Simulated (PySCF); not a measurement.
SnH3, SMILES [SnH3], multiplicity 2.

Geometry optimised at PBE0-D3(BJ)/def2-TZVPD. The spin state was assumed, not searched. The isomer is the one that the SMILES or the coordinates give; other isomers of the formula were not compared. The def2 effective core potentials stand for the cores of Sn; spin–orbit coupling is left out.

Level of theory: PBE/def2-TZVPD in PySCF.

Isolated molecule, no solvent.

```json
{
  "total_energy": "-216.02718 hartree",
  "point_group": "C3v",
  "α spin, highest occupied and lowest empty level": "-5.14 and -0.82 eV",
  "β spin, highest occupied and lowest empty level": "-7.84 and -3.96 eV",
  "dipole_moment": "0.28 D",
  "quadrupole, principal values (traceless, Buckingham form, about the centre of nuclear charge)": "-0.20, -0.20, 0.41 D·Å",
  "mean_static_polarisability": "50.4 bohr³ (7.47 Å³)",
  "polarisability_principal_values": "48.1, 51.5, 51.5 bohr³",
  "⟨S²⟩": "0.751 (pure state 0.75)"
}
```
